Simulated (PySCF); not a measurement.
**How many f electrons in YbBr?**

Unrestricted PBE0; basis Yb x2c-SVPall, Br x2c-SVPall; spin-free X2C with a Gaussian nucleus; PySCF 2.14. The search starts from ions with several 4f fillings and holds each by maximum overlap.

The lowest solution has 2Ms+1 = 2, about 14.0 4f electrons, near 2.65 Å.

The lowest solution of each spin and filling, followed along the bond (rough minima from three points):

```json
{"2Ms+1": "2", "4f population": "13.98", "⟨S²⟩ at the start": "0.75", "R at minimum (Å)": "2.65", "Te (eV)": "0.00"}
{"2Ms+1": "2", "4f population": "13.00", "⟨S²⟩ at the start": "0.75", "R at minimum (Å)": "2.55", "Te (eV)": "1.87"}
```

Solutions at the starting distance of 2.610 Å, counted from the lowest; the search is not exhaustive:

| 2Ms+1 | 4f population | E (eV) | ⟨S²⟩ | ⟨Lz²⟩ | μ (D) |
| --- | --- | --- | --- | --- | --- |
| 2 | 13.98 | 0.00 | 0.75 | 0.0 | -4.81 |
| 2 | 13.00 | 1.88 | 0.75 | 4.0 | -2.97 |
| 2 | 13.08 | 2.07 | 0.75 | 1.8 | -2.54 |
| 2 | 13.00 | 2.26 | 0.75 | 9.0 | -3.08 |
| 4 | 13.00 | 3.11 | 3.75 | 8.0 | -4.54 |
| 4 | 13.00 | 3.22 | 3.75 | 8.0 | -4.54 |
| 4 | 13.00 | 3.34 | 3.75 | 13.0 | -4.64 |
| 4 | 13.00 | 3.37 | 3.75 | 4.9 | -2.69 |

Partly filled real f orbitals mix terms, so no term symbols are given. A positive dipole means Yb(−)Br(+).

Spin–orbit coupling is left out. Counting both spins, an empty level lies below a filled one in some of these solutions, because spin and occupation are held. With d or f electrons several states lie close, and the lowest PBE0 determinant need not be the measured ground state.
